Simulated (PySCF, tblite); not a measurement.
Species: C₃H₉N₃OSi₂.
Numbering: `[N:1]#[C:2][CH2:3][Si@H:4]([NH:5][CH:6]=[O:7])[SiH2:8][NH2:9]` (hydrogens: H10, H11 on C3; H12 on Si4; H13 on N5; H14 on C6; H15, H16 on Si8; H17, H18 on N9)

Structure used (GFN2-xTB), in Å, numbered top down from 1:
```xyz
18
C3H9N3OSi2 angstrom
N     -1.0357   -3.6875    0.9740
C     -1.3511   -2.7114    0.4659
C     -1.7143   -1.4803   -0.1504
Si    -0.4800   -0.1033    0.3974
N     -1.2478    1.3030   -0.3800
C     -0.5784    2.4475   -0.2337
O      0.4663    2.5034    0.3763
Si     1.6604   -0.4429   -0.4210
N      2.6918    0.4324    0.6302
H     -1.6883   -1.6187   -1.2323
H     -2.7377   -1.2375    0.1396
H     -0.7581    0.1148    1.8255
H     -2.1053    1.3101   -0.9082
H     -1.0329    3.3362   -0.7040
H      1.7197   -0.0729   -1.8578
H      2.0879   -1.8427   -0.3397
H      3.6918    0.3918    0.5177
H      2.4029    1.3644    0.8887
```

Level of theory: PBE0/pcSseg-1 in PySCF (dipole) on a GFN2-xTB geometry, gas phase.

Masses are those of the commonest isotopes; rigid-rotor values at the optimised geometry. The values belong to one conformer with, in the numbering `[N:1]#[C:2][CH2:3][Si@H:4]([NH:5][CH:6]=[O:7])[SiH2:8][NH2:9]`, C2–C3–Si4–N5 -175°, C3–Si4–N5–C6 -177°, Si4–N5–C6–O7 0°, C3–Si4–Si8–N9 -158°, Si4–Si8–N9–H 176° and -45°.

Q: What are A, B and C (cm⁻¹)?

A: Ia = 324.27, Ib = 617.21, Ic = 863.93 u·Å²; 505379 MHz·u·Å²/I gives 1558, 818.8 and 585.0 MHz, that is A = 0.05199, B = 0.02731, C = 0.01951 cm⁻¹.

Q: Classify the top.

A: An asymmetric top. Ray's parameter κ = (2B − A − C)/(A − C) = -0.520; −1 is the prolate and +1 the oblate limit.

Q: What does the inertial defect say?

A: Not planar: Δ = Ic − Ia − Ib = -77.55 u·Å². For a rigid frame Δ = −2 Σ m c², so Σ m c² = 38.78 u·Å² lies off the ab plane: 11.57 from hydrogen and 27.20 from heavier atoms. The atom farthest from that plane is 2.01 Å away.

Q: Which types of transition are allowed, and where do some lines up to J = 2 fall?

A: The dipole components are |μa| = 2.84 D, |μb| = 3.89 D, |μc| = 2.86 D. The squared components, which scale the intensities, stand as 0.53 : 1.00 : 0.54 (a : b : c). Some lines, for components of 0.1 D or more:

| type | branch | J(Ka,Kc) | MHz | lower level (cm⁻¹) |
| --- | --- | --- | --- | --- |
| c | Q | 2(1,2) ← 2(0,2) | 553 | 0.139 |
| a | Q | 2(1,1) ← 2(1,2) | 701 | 0.157 |
| c | Q | 1(1,1) ← 1(0,1) | 740 | 0.047 |
| b | Q | 1(1,0) ← 1(0,1) | 974 | 0.047 |
| b | Q | 2(1,1) ← 2(0,2) | 1255 | 0.139 |
| a | R | 1(0,1) ← 0(0,0) | 1404 | 0.000 |
| b | R | 2(0,2) ← 1(1,1) | 2021 | 0.071 |
| b | R | 1(1,1) ← 0(0,0) | 2143 | 0.000 |
| c | Q | 2(2,1) ← 2(1,1) | 2219 | 0.181 |
| b | Q | 2(2,0) ← 2(1,1) | 2266 | 0.181 |
| c | R | 1(1,0) ← 0(0,0) | 2377 | 0.000 |
| a | R | 2(1,2) ← 1(1,1) | 2574 | 0.071 |
| a | R | 2(0,2) ← 1(0,1) | 2760 | 0.047 |
| b | Q | 2(2,1) ← 2(1,2) | 2921 | 0.157 |
| a | R | 2(1,1) ← 1(1,0) | 3041 | 0.079 |
| b | R | 2(1,2) ← 1(0,1) | 3313 | 0.047 |
| c | R | 2(1,1) ← 1(0,1) | 4015 | 0.047 |
| b | R | 2(2,1) ← 1(1,0) | 5260 | 0.079 |
| c | R | 2(2,0) ← 1(1,0) | 5308 | 0.079 |
| c | R | 2(2,1) ← 1(1,1) | 5494 | 0.071 |
| b | R | 2(2,0) ← 1(1,1) | 5542 | 0.071 |

Q: Estimate the classical rotational partition function at 10 K, 100 K and 500 K.

A: Point group C1, symmetry number σ = 1; q = (√π/σ)·√((kT/h)³/(ABC)), k/h = 20836.6 MHz/K: 6170 at 10 K, 195000 at 100 K, 2180000 at 500 K.

Its GFN2-xTB frequencies are all real (lowest 38 cm⁻¹). Zero-point vibration and centrifugal distortion are left out. A rigid rotor knows nothing of inversion at nitrogen, which can split or shift real lines. Quadrupole hyperfine structure (14N) is left out.
